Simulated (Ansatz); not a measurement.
## Energy profile

The step: Si₂H₃OF₃ ([F][Si]([F])([F])[O][SiH3]) + H₂O + NH₃ → SiNH₂F₃ ([NH2][Si]([F])([F])[F]) + SiH₄O ([OH][SiH3]) + H₂O (still joined by a long Si–O bond); bonds formed: O2–H9, H7–O10; dative contacts that become bonds: Si1–N8; bonds broken: H7–N8, H9–O10; bonds weakened to dative contacts: Si1–O2 (atoms numbered as in the saddle structure below).

Si1  (-0.605, 1.000, 0.335)
O2  (-0.344, -0.276, -0.853)
Si3  (0.656, -0.124, -2.204)
F4  (-1.952, 0.170, 0.837)
F5  (0.787, 1.723, -0.228)
F6  (-1.465, 2.305, 0.003)
H7  (0.222, -1.035, 1.449)
N8  (0.201, 0.516, 1.840)
H9  (-0.203, -1.238, -0.119)
O10  (0.051, -1.892, 0.855)
H11  (0.288, 1.101, -2.939)
H12  (2.083, -0.148, -1.817)
H13  (0.353, -1.328, -3.017)
H14  (-0.389, 0.551, 2.661)
H15  (1.088, 0.963, 2.027)
H16  (-0.771, -2.287, 1.169)
(Å)

Electronic energies by CCSD(T) at an estimated basis limit (MP2 extrapolated from triple and quadruple zeta, plus CCSD(T) − MP2 in triple zeta), on PBE0-D4/def2-TZVP structures; Si$_{2}$NH$_{8}$O$_{2}$F$_{3}$, singlet; no counterpoise correction. Program: Ansatz 0.2.0. Basis: def2-TZVPP and def2-QZVPP. Cores are frozen in the correlated methods. Extrapolation: Hartree–Fock as exp(−7.88 √X), correlation as X^−2.97.

(1) Give the profile in kJ/mol, counted from the separated reactants. (An estimate is asked for; the value comes from the calculation.)

No T1 diagnostic of these runs exceeds 0.012.

## Answers

(1) By the calculation:
| point | kJ/mol |
| --- | --- |
| separated: Si$_{2}$H$_{3}$OF$_{3}$ (linked as [F][Si]([F])([F])[O][SiH3]; Si1, O2, Si3, F4, F5, F6, H11, H12, H13; singlet) + NH$_{3}$ (H7, N8, H14, H15; singlet) + H$_{2}$O (H9, O10, H16; singlet) | 0.0 |
| start structure | -30.7 |
| saddle | 63.6 |
| end structure | 43.8 |
| separated: SiNH$_{2}$F$_{3}$ (linked as [NH2][Si]([F])([F])[F]; Si1, F4, F5, F6, N8, H14, H15; singlet) + SiH$_{4}$O (linked as [OH][SiH3]; O2, Si3, H9, H11, H12, H13; singlet) + H$_{2}$O (H7, O10, H16; singlet) | 62.0 |

For scale, one of the runs: CCSD(T)/def2-TZVPP, 382 basis functions, launched by `ansatz run in.yaml --threads 4 --pin off --events-out ev --progress --plain --max-ram 46080MiB --backend cuda --devices 0, --max-vram 37GiB`. Hardware: 4 CPU threads of an AMD EPYC 7R13 and a share of one NVIDIA H100, shared host. Wall time 18 s; peak host memory 0.91 GiB.
